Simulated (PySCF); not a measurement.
Radial density of Sn⁻ (tin, charge -1)

UHF, [Kr] 4d10 5s2 5p3, high-spin 4S determinant. Computed with PySCF 2.14 in aug-cc-pV5Z-PP with ECP28MDF, with scalar relativity through the core potential. This is the valence pseudo-density: the core potential removes the inner electrons and smooths the orbitals near the nucleus.

| r (bohr) | 4πr²ρ (e/bohr) | 4πr²(ρα − ρβ) |
| --- | --- | --- |
| 0.00374 | 1.119e-05 | 0.0000 |
| 0.00629 | 2.828e-05 | 0.0000 |
| 0.0106 | 6.718e-05 | 0.0000 |
| 0.0178 | 0.0001425 | 0.0000 |
| 0.0299 | 0.0002641 | 0.0000 |
| 0.0503 | 0.0004681 | 0.0000 |
| 0.0847 | 0.001508 | 0.0000 |
| 0.142 | 0.01352 | 0.0000 |
| 0.240 | 0.2070 | 0.0004 |
| 0.403 | 3.672 | 0.0169 |
| 0.678 | 20.70 | 0.0761 |
| 1.14 | 14.19 | -0.0421 |
| 1.92 | 3.176 | 0.5988 |
| 3.23 | 1.380 | 0.8844 |
| 5.42 | 0.3180 | 0.2845 |
| 9.12 | 0.02324 | 0.0230 |
| 15.3 | 0.0003059 | 0.0003 |

Energies and moments cover only the electrons outside the core potential.

(1) Where is the radial spin density 4πr²(ρα − ρβ) most negative, and why is it negative at all?

Answers

(1) Around r = 1.14 bohr, down to -0.0421 e/bohr: exchange with the open shell polarises the paired shells in an unrestricted calculation.
